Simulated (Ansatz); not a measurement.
Reaction (ligand exchange at the Sn–C bond): `[SiH3][CH2][SnH2][Cl]` + CH₃SH → `C[S][SnH2][Cl]` + `C[SiH3]`

Calculated with Ansatz (gas phase, PBE0-D4/def2-TZVP geometries, no zero-point term in ΔE). CBS: MP2 limit from def2 TZ/QZ plus the TZ coupled-cluster correction, frozen cores. This one scheme is used for every species. DFT in def2-TZVPP. B3LYP here is the variant with VWN-RPA as its local correlation; programs differ in this. def2 core potentials past Kr. For Sn outer-core shells are correlated without core-valence functions, which leaves a few kJ/mol of doubt a bond. Each species was taken in one conformer, which may not be the lowest.

```csv
level,ΔE (kcal/mol)
B3LYP-D4,-17.7
ωB97X-V,-16.5
ωB97M-V,-16.5
r2SCAN,-18.1
PBE0,-17.5
SCS-MP2/def2-TZVPP,-15.4
HF/def2-QZVPP,-17.4
CCSD/CBS(def2),-16.0
```

What does CCSD(T)/CBS give? (An estimate is asked.)

Ansatz gave: -16.0 kcal/mol. The listed levels differ from it by -1.7, -0.5, -0.5, -2.1, -1.5, 0.6, -1.4, 0.0 kcal/mol.

Largest T1 diagnostic among the species: 0.012.

In def2-TZVPP, CCSD(T) changes the Hartree–Fock value by +2.5 kcal/mol (the triples alone add −0.1 kcal/mol) and MP2 by +2.0 kcal/mol.
